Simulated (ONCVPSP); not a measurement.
## silicon, ONCV: configuration errors across variants

- Element: Si
- Generator: ONCVPSP 4.0.1
- Type: optimised norm-conserving Vanderbilt (ONCV)
- Functional: PBE
- Relativity: scalar-relativistic
- Frozen core: [Ne]
- Valence charge: 4
- Reference configuration: 3s1.75 3p2.25
- Partial waves: 3s: rc 1.90 bohr, ncon 4, nbas 7, qcut 2.7 1/bohr, 2 projectors, debl 2.3 Ha; 3p: rc 2.10 bohr, ncon 4, nbas 8, qcut 3.1 1/bohr, 2 projectors, debl 2.3 Ha
- Local potential: polynomial inside 1.85 bohr (lpopt 1, dvloc0 0 Ha)
- Core correction: Teter function, fcfact 1.75, rcfact 1.65

All-electron excitation energies from the reference (eV): (1) 3s2 3p2 -1.688; (2) 3s2 3p1 6.052; (3) 3s2 3p0 22.045; (4) 3s2 3p1.5 1.233.

Errors AE − PS in meV (a dash: test not solved or not reliable):

| change | (1) | (2) | (3) | (4) | bound ghosts | GHOST(+) flags above zero |
| --- | --- | --- | --- | --- | --- | --- |
| base | -0.3 | -0.4 | -8.8 | -0.3 | none | none |
| local potential polynomial inside 1.85 bohr (lpopt 1, dvloc0 -2.5 Ha) | -0.3 | -0.4 | -8.7 | -0.3 | none | s |
| local potential polynomial inside 1.85 bohr (lpopt 1, dvloc0 -1 Ha) | -0.3 | -0.4 | -8.7 | -0.3 | none | none |
| local potential polynomial inside 1.85 bohr (lpopt 1, dvloc0 2 Ha) | -0.3 | -0.4 | -8.8 | -0.3 | none | none |
| local potential polynomial inside 1.85 bohr (lpopt 1, dvloc0 2.5 Ha) | -0.3 | -0.4 | -8.8 | -0.3 | none | none |
| local potential polynomial inside 1.85 bohr (lpopt 1, dvloc0 4 Ha) | -0.3 | -0.3 | -8.7 | -0.3 | none | s |
| local potential polynomial inside 1.85 bohr (lpopt 1, dvloc0 5.5 Ha) | -0.3 | -0.4 | -8.8 | -0.3 | none | none |
| local potential polynomial inside 1.85 bohr (lpopt 1, dvloc0 6.5 Ha) | -0.3 | -0.4 | -8.8 | -0.3 | none | none |
| local potential polynomial inside 1.85 bohr (lpopt 1, dvloc0 8 Ha) | -0.3 | -0.4 | -8.8 | -0.3 | none | none |

Problem. Give the same row for: local potential polynomial inside 1.85 bohr (lpopt 1, dvloc0 9.5 Ha).

Solution. -0.3, -0.4, -8.9, -0.3; bound ghosts: none; GHOST(+) flags above zero: p.
